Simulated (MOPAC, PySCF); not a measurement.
Dissociation curve of BeO, singlet. Each curve is given relative to its own lowest point near equilibrium.

```tsv
R / Å	A	B	C	D
1.00	222.4	207.8	218.9	218.3
1.06	134.1	122.4	128.2	130.1
1.13	67.7	58.5	59.1	64.1
1.18	37.5	30.2	28.4	34.7
1.24	15.0	10.1	7.5	13.2
1.29	4.8	2.0	0.5	3.9
1.32	1.5	0.1	0.0	1.1
1.35	0.0	0.0	1.8	0.0
1.41	1.1	4.1	10.9	1.8
1.46	5.1	10.8	23.1	6.2
1.54	15.7	25.7	48.6	17.2
1.63	31.5	46.1	82.6	35.2
1.81	68.6	89.7	156.2	101.0
2.01	103.8	133.7	231.8	168.0
2.17	129.7	162.5	279.4	204.0
2.41	165.4	195.0	323.1	238.4
2.65	192.9	217.2	346.0	258.5
2.95	209.7	235.1	362.6	272.1
3.26	214.5	246.6	372.9	278.9
3.60	215.7	254.3	379.4	282.2
3.96	216.1	259.3	382.9	283.6
4.62	216.4	263.8	384.8	284.4
5.26	216.5	265.7	385.0	284.5
```

Energies in mEh.

### Question
Which curve belongs to which method? The methods are MOPAC with PM6, restricted, heats of formation; CCSD(T) on RHF/cc-pVDZ, 1 core orbital frozen in PySCF 2.14.0; restricted PBE0/cc-pVDZ run with PySCF; restricted MP2 (frozen core)/6-31G*, spherical d in PySCF 2.14.0.

### Answer
A is RCCSD(T); B is RKS-PBE0; C is PM6; D is RMP2/6-31G*.

The T1 diagnostic of CCSD on the restricted reference of RCCSD(T) exceeds 0.045 at 1.32 to 2.65 Å. The restricted form behind PM6, RKS-PBE0, RMP2/6-31G* keeps the bonding electrons paired and can't separate into open-shell fragments.
